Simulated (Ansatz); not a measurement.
`Cl[BH][SbH2]` + H₂Se → `ClB[SeH]` + `[SbH3]` at 500 K and 1 bar (cleavage of the B–Sb bond).

Gas-phase electronic energies from Ansatz, PBE0-D4/def2-TZVP geometries. CBS: MP2 limit from def2 TZ/QZ plus the TZ coupled-cluster correction, frozen cores. Elements past krypton have def2 core potentials. For Sb, Se outer-core shells are correlated without core-valence functions, which leaves a few kJ/mol of doubt a bond. Scalar relativity is left out up to krypton. One conformer a species, not always the lowest.

```json
{"species": "`Cl[BH][SbH2]`", "CCSD(T)/CBS energy (Eh)": "-726.39723", "H − E (kJ/mol)": "103.8", "S (J/(mol·K))": "360.8"}
{"species": "H₂Se", "CCSD(T)/CBS energy (Eh)": "-2401.89790", "H − E (kJ/mol)": "53.1", "S (J/(mol·K))": "237.8"}
{"species": "`ClB[SeH]`", "CCSD(T)/CBS energy (Eh)": "-2886.53463", "H − E (kJ/mol)": "85.9", "S (J/(mol·K))": "328.3"}
{"species": "`[SbH3]`", "CCSD(T)/CBS energy (Eh)": "-241.78682", "H − E (kJ/mol)": "70.2", "S (J/(mol·K))": "256.6"}
```

H − E and S are ideal-gas, rigid-rotor, harmonic terms from PBE0-D4/def2-TZVP, for one conformer and one mirror image of each species. 1 Eh = 2625.50 kJ/mol, R = 8.31446 J/(mol·K).

Problem. By hand: ΔE, ΔH, ΔS and ΔG.

Solution. ΔE = (-2886.53463) + (-241.78682) − (-726.39723) − (-2401.89790) = -0.02632 Eh = -69.1 kJ/mol. Δ(H − E) = 85.9 + 70.2 − 103.8 − 53.1 = -0.8, so ΔH = -69.9 kJ/mol. ΔS = 328.3 + 256.6 − 360.8 − 237.8 = -13.7 J/(mol·K). ΔG = -69.9 − 500 × (-13.7)/1000 = -63.1 kJ/mol.

Problem. By hand: the equilibrium constant, and the temperature at which ΔG would vanish if ΔH and ΔS stayed fixed.

Solution. log₁₀ K = −ΔG/(RT ln 10) = 6.6. ΔG = 0 at ΔH/ΔS = 5102 K, far beyond where these terms or the molecules hold.

The number of gas molecules stays the same, so ΔS is small and ΔH decides. A doubt of 5 kJ/mol in ΔE shifts log₁₀ K by 0.5 here. Other conformers and mirror images would add mixing entropy, several J/(mol·K) or more a flexible species. These are equilibria of isolated gas molecules and say nothing of rates. Largest T1 diagnostic: 0.015 (customary marks: 0.02 for closed shells, 0.045 for open ones).
